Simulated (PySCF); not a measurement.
Computed with delta-SCF UKS SCAN, pcX-2 on the ionised atom, pcseg-1 elsewhere, spin-free X2C in PySCF. Geometries: PBE0-D3(BJ)/def2-SVP; isolated species, one conformer each. Kα1 is taken as the energy difference of the 1s-hole and 2p3/2-hole states at the ground state's geometry. The 2p values aren't plain energy differences: one relaxed spin-free 2p hole is combined with a matrix within the shell (ground-state 2p orbital-energy differences and spin–orbit coupling). 2p3/2, the mean of its two sublevels, lies a third of the splitting below the shell's mean and 2p1/2 two thirds above it; the statistical areas are 2:1.

| site | Si 2p3/2 (eV) |
| --- | --- |
| silicon in `C=[CH][GeH2][CH2][SiH3]` | 106.57 |
| silicon in `C=C[Si@H](C)[GeH3]` | 106.14 |
| silicon in `C=C[SiH2][CH2][GeH3]` | 106.34 |

Task: What are the Si 1s binding energies, and the Kα1 emission energies that follow?

Result: 
```tsv
site	bonded to	1s (eV)	2p3/2 (eV)	Kα1 = 1s − 2p3/2 (eV)
silicon in `C=C[Si@H](C)[GeH3]`	2 C, H and Ge	1845.92	106.14	1739.78
silicon in `C=C[SiH2][CH2][GeH3]`	2 C and 2 H	1846.14	106.34	1739.80
silicon in `C=[CH][GeH2][CH2][SiH3]`	C and 3 H	1846.34	106.57	1739.77
```

Ranges: 1s 0.42 eV, 2p3/2 0.43 eV, Kα1 0.03 eV.
